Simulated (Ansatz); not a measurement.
Job for Ansatz (an electronic-structure program): R-RI-MP2/def2-QZVPP on BrH2InO (SMILES [OH][InH][Br]), a point of a torsion scan. Elements past Kr take the def2 small-core potentials; no spin–orbit coupling. Files ending in .json are basis or fitting sets from the Basis Set Exchange. The run froze 24 orbitals, filled d shells among them.

Ansatz 0.2 input:
```yaml
crystal:
  periodic: [false, false, false]
  atoms:
    - {symbol: O, position_ang: [-1.35959989, -0.34547486, -0.28447733]}
    - {symbol: In, position_ang: [0.45674662, 0.27108615, -0.02183461]}
    - {symbol: Br, position_ang: [2.12082123, -1.34540794, -0.83731287]}
    - {symbol: H, position_ang: [-1.82952047, -0.85973090, 0.36851700]}
    - {symbol: H, position_ang: [0.77971182, 1.83396031, 0.52936183]}
basis:
  gaussian:
    orbitals: def2-QZVPP.json
    fitting: {mean_field: def2-universal-JKFIT, correlation: def2-QZVPP-RIFIT.json}
magnetization: {spin_polarized: false}
correlation: {method: mp2, electrons: outside_noble_gas}
scf: {lower_state_search: off}
```

Problem. Give the final energy of this run.

Solution. -2838.3276 hartree.
